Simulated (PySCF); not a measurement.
## Radial density of V (vanadium, neutral)

BP86, [Ar] 3d2 4s2 5s1, high-spin 4F determinant (an excited configuration). Calculation: PySCF 2.14, in aug-cc-pVDZ; no relativity, point nucleus.

```json
{"r (bohr)": "0.00118", "4πr²ρ (e/bohr)": "0.1362", "4πr²(ρα − ρβ)": "0.0000"}
{"r (bohr)": "0.00199", "4πr²ρ (e/bohr)": "0.3713", "4πr²(ρα − ρβ)": "0.0000"}
{"r (bohr)": "0.00335", "4πr²ρ (e/bohr)": "0.9870", "4πr²(ρα − ρβ)": "0.0001"}
{"r (bohr)": "0.00563", "4πr²ρ (e/bohr)": "2.514", "4πr²(ρα − ρβ)": "0.0003"}
{"r (bohr)": "0.00947", "4πr²ρ (e/bohr)": "5.965", "4πr²(ρα − ρβ)": "0.0007"}
{"r (bohr)": "0.0159", "4πr²ρ (e/bohr)": "12.56", "4πr²(ρα − ρβ)": "0.0015"}
{"r (bohr)": "0.0268", "4πr²ρ (e/bohr)": "21.69", "4πr²(ρα − ρβ)": "0.0024"}
{"r (bohr)": "0.0450", "4πr²ρ (e/bohr)": "27.31", "4πr²(ρα − ρβ)": "0.0023"}
{"r (bohr)": "0.0758", "4πr²ρ (e/bohr)": "23.13", "4πr²(ρα − ρβ)": "0.0014"}
{"r (bohr)": "0.127", "4πr²ρ (e/bohr)": "21.95", "4πr²(ρα − ρβ)": "0.0143"}
{"r (bohr)": "0.214", "4πr²ρ (e/bohr)": "29.74", "4πr²(ρα − ρβ)": "0.1017"}
{"r (bohr)": "0.361", "4πr²ρ (e/bohr)": "16.73", "4πr²(ρα − ρβ)": "0.4791"}
{"r (bohr)": "0.607", "4πr²ρ (e/bohr)": "9.396", "4πr²(ρα − ρβ)": "1.3233"}
{"r (bohr)": "1.02", "4πr²ρ (e/bohr)": "9.843", "4πr²(ρα − ρβ)": "1.5257"}
{"r (bohr)": "1.72", "4πr²ρ (e/bohr)": "2.522", "4πr²(ρα − ρβ)": "0.6783"}
{"r (bohr)": "2.89", "4πr²ρ (e/bohr)": "0.8989", "4πr²(ρα − ρβ)": "0.0881"}
{"r (bohr)": "4.85", "4πr²ρ (e/bohr)": "0.1971", "4πr²(ρα − ρβ)": "0.0512"}
{"r (bohr)": "8.17", "4πr²ρ (e/bohr)": "0.1548", "4πr²(ρα − ρβ)": "0.1530"}
{"r (bohr)": "13.7", "4πr²ρ (e/bohr)": "0.02093", "4πr²(ρα − ρβ)": "0.0209"}
{"r (bohr)": "23.1", "4πr²ρ (e/bohr)": "1.186e-05", "4πr²(ρα − ρβ)": "0.0000"}
```

The outer electron is Rydberg-like, and this basis confines it to a smaller radius and binds it less than a complete one would.
